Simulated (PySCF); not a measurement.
# How methods differ on the ionisation energy of Os

Os [Xe] 4f14 5d6 6s2 (5D) → Os⁺ [Xe] 4f14 5d6 6s1 (6D), as a difference of total energies. Computed with PySCF 2.14 in ANO-RCC-VTZP (8s7p5d3f2g1h, 104 functions), with scalar relativity by spin-free X2C-1e. Correlated levels: valence: [Xe] 4f14 frozen. The calculations carry no spin-orbit coupling.

| method | ionisation energy (eV) |
| --- | --- |
| UHF | 6.548 |
| MP2 (valence) | 7.917 |
| SCS-MP2 (valence) | 8.110 |
| CCSD (valence) | 7.968 |
| CCSD(T) (valence) | 8.071 |

Question: How much does correlation contribute at CCSD(T) (valence)?

Answer: 8.071 − (6.548) = 1.523 eV, measured against UHF.

Errors of the correlated levels include the incompleteness of this basis and the frozen core.

For comparison: 8.473 eV (measured; NIST levels, between the centres of gravity of the two terms).
